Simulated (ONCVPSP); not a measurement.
**silicon (Si): one change to an ONCV potential, before and after**

```
Element                 : Si (Z = 14)
Generator               : ONCVPSP 4.0.1
Type                    : optimised norm-conserving Vanderbilt (ONCV)
Functional              : LDA (Perdew-Zunger)
Relativity              : scalar-relativistic
Frozen core             : [Ne]
Valence charge          : 4
Reference configuration : 3s2 (charge +2)
Partial waves           : 3s: rc 1.45 bohr, ncon 4, nbas 8, qcut 3.9 1/bohr, 1 projector; p scattering state at 0.42 Ha: rc 1.40 bohr, ncon 4, nbas 9, qcut 6.6 1/bohr, 1 projector; d scattering state at 0.03 Ha: rc 1.30 bohr, ncon 4, nbas 8, qcut 6.5 1/bohr, 2 projectors, debl 3.1 Ha
Local potential         : polynomial inside 1.10 bohr (lpopt 5, dvloc0 3 Ha)
Core correction         : Teter function, fcfact 2.25, rcfact 1.5
```

In the p channel the program set the typed energies aside and used 0.050 Ha.

Change: core [He], valence charge 12; reference 2s2 2p6 3s2 3p2; waves now 2s+3s: rc 0.95 bohr, ncon 3, nbas 6, qcut 11.4 1/bohr, 2 projectors; 2p+3p: rc 0.85 bohr, ncon 4, nbas 9, qcut 14.7 1/bohr, 2 projectors; d scattering state at 0.27 Ha: rc 0.85 bohr, ncon 3, nbas 7, qcut 10.9 1/bohr, local; local potential the d channel.

Cutoffs: the cutoffs (Ha) at which the residual kinetic energy of the hardest occupied pseudo-wave falls to 1 and 0.1 mHa per electron; they do not see the model core or the augmentation charge, which bear on the density cutoff. Errors are all-electron minus pseudo energies relative to the spin-unpolarised reference configuration.

Question: What does the change do?

Answer: The potential gets harder (8.4 Ha and 30 Ha → 94 Ha and 108 Ha); the lowest positive-energy flag moves from s at 30.4 eV to none; neither file shows a bound ghost. The added semicore shells are compact, so their waves need more plane waves. Several settings change at once here, so the effects cannot be laid on one of them.

| quantity | base | changed |
| --- | --- | --- |
| cutoff, loose | 8.4 Ha | 94 Ha |
| cutoff, tight | 30 Ha | 108 Ha |
| bound ghosts | none | none |
| GHOST(+) flags under 300 eV | s at 30.4 eV | none |
| largest error over its own tests, meV | +275 | +2.6 |
| rms error of d²Exc/dni dnj with the model core, mHa | 2.47 | 1.43 |
